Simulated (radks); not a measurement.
Dipole-allowed excitations along the series with 11 electrons in [Ne] 3s1. Calculated with a radial shooting solver on a logarithmic mesh with Libxc functionals: non-relativistic Kohn-Sham, exchange-only LDA, spin-polarised, spherical densities, point nucleus; open shells are filled with parallel spins first. Time-dependent linear response with the Hartree and adiabatic exchange-only LDA kernel, continuum included through the Sternheimer equations. Lines are the poles of the dipole polarisability below minus the highest occupied eigenvalue, found on a grid refined at the orbital gaps; the lowest seven at most are given, and weak or close lines can be missed. The first line takes the name of the lowest orbital gap if no other gap lies below it; otherwise a line is named after a gap within 0.6 % of it, if that gap stands alone.

\begin{tabular}{lrrrrrr}
species & -e(HOMO) (eV) & lowest orbital gap (eV) & first line (eV) & f & static alpha (bohr^3) & measured (eV) \\ \hline
Mg+ & 11.356 & 3s-3p 4.306 & 4.617 (3s-3p) & 0.900 & 31.89 & 3s-3p 4.430 \\
Al2+ & 23.799 & 3s-3p 6.471 & 6.951 (3s-3p) & 0.817 & 12.92 & - \\
Si3+ & 39.593 & 3s-3p 8.565 & 9.200 (3s-3p) & 0.740 & 6.744 & - \\
P4+ & 58.602 & 3s-3p 10.617 & 11.401 (3s-3p) & 0.676 & 4.029 & - \\
S5+ & 80.759 & 3s-3p 12.644 & 13.572 (3s-3p) & 0.621 & 2.621 & - \\
\end{tabular}

Measured values: term averages from the NIST Handbook of Basic Atomic Spectroscopic Data.
